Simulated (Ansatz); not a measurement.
Reaction (cleavage of the Si–Si bond): `N[SiH]([SiH3])[SiH3]` + `[OH][GeH2][SiH3]` → `[SiH3][O][GeH2][SiH3]` + `N[SiH2][SiH3]`

Isolated molecules relaxed with PBE0-D4/def2-TZVP in Ansatz; ΔE leaves out vibrations. CCSD(T)/CBS adds triple-zeta CCSD(T) − MP2 to the extrapolated MP2 energy (def2 sets, frozen cores). This one scheme is used for every species. Functionals use def2-TZVPP. B3LYP here is the variant with VWN-RPA as its local correlation; programs differ in this. For Ge outer-core shells are correlated without core-valence functions, which leaves a few kJ/mol of doubt a bond. Scalar relativity is left out up to krypton. Each species was taken in one conformer, which may not be the lowest.

`N[SiH]([SiH3])[SiH3]`:

```xyz
13

N    -1.275   -1.388   -0.495
Si   -0.607    0.177   -0.189
Si    0.052    0.274    2.054
Si    1.243    0.481   -1.588
H    -1.970   -1.765    0.130
H    -1.458   -1.675   -1.444
H    -1.537    1.329   -0.427
H     1.179   -0.661    2.319
H    -1.078   -0.093    2.954
H     0.488    1.656    2.393
H     0.874    0.244   -3.013
H     2.341   -0.457   -1.231
H     1.746    1.877   -1.463
```

`[OH][GeH2][SiH3]`:

Z-matrix (Å, degrees):
```
Ge
Si 1 2.389
O 1 1.791 2 109.9
H 1 1.536 2 113.0 3 115.2
H 1 1.546 2 111.3 3 -121.0
H 2 1.488 1 110.2 3 177.8
H 2 1.488 1 109.3 3 58.3
H 2 1.486 1 110.4 3 -61.5
H 3 0.960 1 112.4 2 -65.1
```

`[SiH3][O][GeH2][SiH3]`:

```xyz
12

Si   -2.307    0.506    0.795
O    -0.795   -0.038    0.501
Ge    0.450    0.394   -0.704
Si    2.307   -1.016   -0.228
H    -3.188    0.305   -0.390
H    -2.856   -0.251    1.948
H    -2.298    1.961    1.120
H    -0.159    0.162   -2.104
H     0.756    1.897   -0.538
H     2.786   -0.760    1.154
H     1.901   -2.438   -0.363
H     3.402   -0.722   -1.191
```

`N[SiH2][SiH3]`:

Cartesian coordinates in Å:
```
N -1.118 -0.719 1.198
Si -0.819 0.264 -0.186
Si 1.490 0.335 -0.569
H -0.708 -1.637 1.254
H -2.031 -0.712 1.626
H -1.345 1.624 0.111
H -1.485 -0.180 -1.451
H 2.032 -1.049 -0.681
H 2.204 1.024 0.540
H 1.780 1.049 -1.843
```

```csv
level,ΔE (kJ/mol),difference from CCSD(T)/CBS
PBE-D4,-71.5,29.3
r2SCAN-D4,-91.7,9.1
PBE0-D4,-81.1,19.7
B3LYP-D4,-99.2,1.6
ωB97M-V,-102.5,-1.7
B2PLYP,-106.1,-5.3
PBE,-73.2,27.6
r2SCAN,-92.2,8.6
PBE0,-82.7,18.1
B3LYP,-102.0,-1.2
HF/def2-TZVPP,-131.7,-30.9
MP2/def2-TZVPP,-108.2,-7.4
SCS-MP2/def2-TZVPP,-114.2,-13.4
CCSD(T)/def2-TZVPP,-101.8,-1.0
SCS-MP2/def2-QZVPP,-114.1,-13.3
HF/CBS(def2),-134.2,-33.4
CCSD(T)/CBS,-100.8,0
```

Largest T1 diagnostic among the species: 0.013.

In def2-TZVPP, CCSD(T) changes the Hartree–Fock value by +30.0 kJ/mol (the triples alone add +4.3 kJ/mol) and MP2 by +23.5 kJ/mol. From PBE to PBE0 (25 % exact exchange), in def2-TZVPP and without D4, ΔE moves by −9.5 kJ/mol.
